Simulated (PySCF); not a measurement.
**Calculated properties of `CS(=O)(=O)CB(O)O`**

C2H7BO4S.
Bonds: C1–S2, S2–O3 (double), S2–O4 (double), S2–C5, C5–B6, B6–O7, B6–O8. Hydrogens: H9, H10, H11 on C1; H12, H13 on C5; H14 on O7; H15 on O8.

Among its groups: sulfone and three-coordinate boron.

**PBE0-D3(BJ)/def2-SVP geometry optimisation, gas phase (PySCF)**

```yaml
Point_group: C1
Rotational_constants_A_B_C: 3.218, 1.142, 1.066 GHz
```

From CAM-B3LYP/def2-SVPD ground state and vertical TDDFT (core frozen in the response) (PySCF):

```yaml
Dipole_moment: 3.71 D
HOMO_energy: -10.16 eV
LUMO_energy: 0.38 eV
HOMO–LUMO_gap: 10.54 eV
Lowest_singlet_excitation: 7.86 eV (158 nm, f = 0.018)
Strongest_line_among_the_6_lowest_singlet_transitions: S5 at 8.46 eV (147 nm, f = 0.062)
Static_isotropic_polarisability: 71.5 au
Electronic_spatial_extent_⟨r²⟩_about_the_centre_of_nuclear_charge: 1158 bohr²
```

Monoisotopic mass from the formula: 138.0158 u.

With B = h/(8π²I), that is 505.379 GHz u Å² over I, the principal moments of inertia are 157.1, 442.7 and 474.2 u Å² (most abundant isotopes); the inertial defect Ic − Ia − Ib is -125.6 u Å² (zero for a rigid planar frame, negative otherwise). The largest Löwdin shares of the HOMO are 0.34 on O3, 0.21 on O4, 0.13 on C5 and 0.12 on S2. The polarisability is 10.59 Å³ as a volume (1 au = 0.148185 Å³), or 0.99 au for each of the 72 electrons. S1 lies 2.68 eV below the HOMO–LUMO gap; its leading configuration is HOMO→LUMO, weight 0.57.

Shape of the structure used: `[CH3:1][S:2](=[O:3])(=[O:4])[CH2:5][B:6]([OH:7])[OH:8]`: C1–S2–C5–B6 69°, S2–C5–B6–O7 -153°, H–O7–B6–C5 -178°, H–O8–B6–C5 1°.

One conformer stands for the species.
